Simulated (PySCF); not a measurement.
## What went wrong, or what changed?

The sound run of [La(H2O)4]3+ (singlet) uses PySCF 2.14.0, RKS PBE, La def2-SVP with ECP46, O def2-SVP, H def2-SVP; non-relativistic Hamiltonian with scalar-relativistic core potentials where named; density fitting; no spin-orbit coupling, grid (50, 194), threshold 1e-8 and 55 cycles at the relaxed geometry. This run differs:

```python
mol = gto.M(atom='''
La     0.00001    -0.00000     0.00000
O      1.44189     1.36354     1.42510
H      1.36651     1.53233     2.39981
H      2.25642     1.87128     1.17261
O     -1.44195    -1.42507     1.36350
H     -2.25690    -1.17248     1.87089
H     -1.36597    -2.39997     1.53272
O      1.44189    -1.36354    -1.42510
H      2.25642    -1.87128    -1.17261
H      1.36651    -1.53233    -2.39981
O     -1.44195     1.42507    -1.36350
H     -1.36597     2.39997    -1.53272
H     -2.25690     1.17248    -1.87089''',
    basis={'La': 'def2-SVP', 'O': 'def2-SVP', 'H': 'def2-SVP'},
    ecp={'La': 'def2-SVP'},
    charge=3, spin=0)
mf = dft.RKS(mol, xc='PBE')
mf.grids.atom_grid = (50, 194)  # f atoms: unpruned, at least (60, 302)
mf = mf.density_fit()  # fitting sets: La def2-universal-JKFIT, O def2-universal-JKFIT, H def2-universal-JKFIT
mf.conv_tol = 1e-08; mf.max_cycle = 76
mf.kernel(mf.get_init_guess(key='1e'))
mf.nuc_grad_method().kernel()
```

Question: What was changed, and how did it end?

Answer: The start was changed to the bare core Hamiltonian. It converged in 13 cycles, 0.000 eV from the sound run, largest force component 0.02 eV/Å. The cycle limit differs too. No harm here: the result survives it.
```
init E= -306.860687010834
cycle= 1 E= -298.040028173106  delta_E= 8.82  |g|=  7.2  |ddm|= 16.9
cycle= 2 E= -299.46146545986  delta_E= -1.42  |g|= 9.12  |ddm|= 15.3
cycle= 3 E= -331.61903335803  delta_E= -32.2  |g|= 4.56  |ddm|=  9.1
cycle= 4 E= -333.807332855025  delta_E= -2.19  |g|= 3.09  |ddm|= 2.98
cycle= 5 E= -334.498064293949  delta_E= -0.691  |g|=  2.6  |ddm|= 1.42
...
cycle= 11 E= -335.809291125612  delta_E= -4.8e-06  |g|= 0.000556  |ddm|= 0.00569
cycle= 12 E= -335.80929119579  delta_E= -7.02e-08  |g|= 7.55e-05  |ddm|= 0.000508
cycle= 13 E= -335.809291196877  delta_E= -1.09e-09  |g|= 7.85e-06  |ddm|= 5.71e-05
Extra cycle  E= -335.809291196882  delta_E= -4.32e-12  |g|= 6.02e-06  |ddm|= 1.2e-05
converged SCF energy = -335.809291196882
```

Run from Python with OMP_NUM_THREADS=2; the lines above give its settings.
It took 11 s on 2 threads of Arm Neoverse V1, with other jobs on the host.

A frequency check found unstable modes (1, the lowest at -17 cm⁻¹), so the relaxed geometry is a saddle point, or these are noise.
